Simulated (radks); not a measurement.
The numbers below are computed, except where a source is named.
Charge is removed step by step from the 5p down level of the neodymium ion Nd+, starting from [Kr] 4d10 4f4 5s2 5p(up 3, down 3) 6s1. Level of theory: scalar-relativistic Kohn-Sham, PBE, spin-polarised, spherical densities, point nucleus; open shells are filled with parallel spins first (spin-orbit coupling, left out, can overturn this in heavy ions) (a radial shooting solver on a logarithmic mesh with Libxc functionals).

removed (e)  E - E(0) (eV)  eigenvalue (eV)  E minus straight line (eV)
0                    0.000          -27.016                       0.000
0.125                3.453          -28.270                      -0.566
0.25                 7.063          -29.542                      -0.975
0.375               10.833          -30.831                      -1.223
0.5                 14.766          -32.135                      -1.309
0.625               18.862          -33.452                      -1.231
0.75                23.124          -34.782                      -0.988
0.875               27.553          -36.124                      -0.578
1                   32.150          -37.476                       0.000

Removing the whole electron costs 32.150 eV by Delta-SCF, against 27.016 eV from minus the eigenvalue at the starting occupation. Slater's transition state (half an electron removed) gives 32.135 eV. Integrating minus the eigenvalue over the occupation (Janak's theorem) gives 32.171 eV. In this scalar-relativistic scheme the density is built from large components alone, so the theorem holds only approximately. The mean slope of the eigenvalue, de/dn, is 10.5 eV per electron.
